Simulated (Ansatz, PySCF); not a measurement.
This PySCF input computes a BLYP/def2-TZVPD energy:

```python
from pyscf import gto, scf, dft

mol = gto.M(
    atom='''
    Si   -0.21240705    0.33147892   -0.17258884
    C     1.45444967    0.01627001   -0.97308253
    C    -1.24052296   -1.23310667   -0.05593668
    F     0.07090265    0.83317002    1.34332383
    H     2.00167414   -0.74104582   -0.40258816
    H     1.32489862   -0.34808220   -1.99412074
    H     2.05923133    0.92299950   -1.00694183
    H    -1.44373842   -1.63160935   -1.05190562
    H    -2.19376592   -1.04867008    0.44042678
    H    -0.69628524   -1.99180714    0.51557413
    ''',
    basis='def2-tzvpd',
    charge=0,
    spin=1,
    verbose=4,
)

mf = dft.UKS(mol, xc='blyp').density_fit(auxbasis='def2-universal-jkfit')
mf.grids.level = 3
mf.conv_tol = 1e-9
mf.max_cycle = 100
mf.max_memory = 1500
mf.kernel()
if not mf.converged:
    mf = mf.newton()
    mf.kernel(mf.make_rdm1())
for _ in range(2):
    mo, _, stable, _ = mf.stability(return_status=True)
    if stable:
        break
    mf.kernel(mf.make_rdm1(mo, mf.mo_occ))
mf.analyze()
```

Task: Write an input for the same energy in Ansatz (a program for electronic structure) and say what it gives.

Result: 
Ansatz 0.2 input:
```yaml
crystal:
  periodic: [false, false, false]
  atoms:
    - {symbol: Si, position_ang: [-0.21240705, 0.33147892, -0.17258884]}
    - {symbol: C, position_ang: [1.45444967, 0.01627001, -0.97308253]}
    - {symbol: C, position_ang: [-1.24052296, -1.23310667, -0.05593668]}
    - {symbol: F, position_ang: [0.07090265, 0.83317002, 1.34332383]}
    - {symbol: H, position_ang: [2.00167414, -0.74104582, -0.40258816]}
    - {symbol: H, position_ang: [1.32489862, -0.34808220, -1.99412074]}
    - {symbol: H, position_ang: [2.05923133, 0.92299950, -1.00694183]}
    - {symbol: H, position_ang: [-1.44373842, -1.63160935, -1.05190562]}
    - {symbol: H, position_ang: [-2.19376592, -1.04867008, 0.44042678]}
    - {symbol: H, position_ang: [-0.69628524, -1.99180714, 0.51557413]}
basis:
  gaussian:
    orbitals: def2-TZVPD
hamiltonian:
  xc: {name: BLYP}
magnetization: {spin_polarized: true, initial_magnetization: 1}
output: {forces: true}
```
It gives -469.22152 Eh, and PySCF -469.22166 Eh, a difference of 0.14 mEh, from the treatment of integrals and grids.

It need not be the lowest isomer of its formula.
